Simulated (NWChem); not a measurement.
System: C2H5ISi; SMILES I/C=C\[SiH3]

Program: NWChem. The geometry was optimised at PBE0/def2-SVP. def2 effective core potentials on I; no spin-orbit coupling. B3LYP is NWChem's, with the RPA form of VWN correlation. Field at 589 nm.

**Question.** What does the run give for B3LYP/def2-SVP (core potentials)? Quantities: isotropic polarisability (bohr³); anisotropy (bohr³).

**Answer.** isotropic polarisability (bohr³): 73.8
anisotropy (bohr³): 51.1
